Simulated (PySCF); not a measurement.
Worked example: oscillator strength and radiative lifetime

C2H8O2Si2, SMILES O1[C@H](C)[SiH2][Si@H]1O.

Geometry optimised at ωB97X-D3(BJ)/def2-SVP. The structure was generated by enumeration; whether it is a known compound was not checked. One conformer was computed; it need not be the lowest.

PySCF 2.14.0 with TDDFT-PBE/def2-SVPD puts the first singlet state with f over 0.02 at 5.64 eV (vertical), with the transition dipole (-0.157, 0.396, -0.158) in atomic units.

### Question
Find the oscillator strength, the wavelength and the radiative lifetime that this transition would have in vacuum if emission retraced absorption.

### Answer

|μ|² = 0.2064 au, so |μ| = 1.15 D. ΔE = 5.64/27.211 = 0.2073 hartree. f = (2/3) ΔE |μ|² = 0.029 (the program prints 0.029).
λ = 1239.84/5.64 = 220 nm; ν = 45490 cm⁻¹.
Einstein's coefficient A = 0.6670 ν² f s⁻¹ (ν in cm⁻¹) = 3.9e7 s⁻¹, so τ = 1/A = 25 ns. This state is S3; the lower singlets have f = 0.007, 0.006. The figure is the radiative limit of this one transition; relaxation, internal conversion, crossing to triplets and a medium change what is measured.
